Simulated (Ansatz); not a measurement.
Reactions of `COB(F)Br`.

Calculated with Ansatz (gas phase, PBE0-D4/def2-TZVP geometries, no zero-point term in ΔE). CCSD(T)/CBS adds triple-zeta CCSD(T) − MP2 to the extrapolated MP2 energy (def2 sets, frozen cores). This one scheme is used for every species. DFT in def2-TZVPP. def2 core potentials past Kr. For Br, Te outer-core shells are correlated without core-valence functions, which leaves a few kJ/mol of doubt a bond. Scalar relativity is left out up to krypton. One conformer a species, not always the lowest.

```
                                                          reaction  ωB97X-V (eV)  B2PLYP (eV)  ωB97M-V (eV)  HF/CBS(def2) (eV)
                     `COB(F)Br` + `NB(F)S` → `CNB(F)S` + `OB(F)Br`         -0.18        -0.18         -0.18              -0.15
`COB(F)Br` + `[SiH3][SiH2][TeH]` → `C[Te][SiH2][SiH3]` + `OB(F)Br`         -0.53        -0.57         -0.57              -0.43
                        `COB(F)Br` + SiH₄ → `FB([SiH3])Br` + CH₃OH          1.66         1.70          1.71               1.83
                                `COB(F)Br` + CH₄ → `COB(C)F` + HBr          0.73         0.76          0.73               0.73
```

(1) Give the CCSD(T)/CBS values in the same order. (Best estimate.)

Largest T1 diagnostic: 0.012, for `FB([SiH3])Br`.

Answers

(1) Ansatz gave: -0.20, -0.64, 1.64, 0.75 eV.
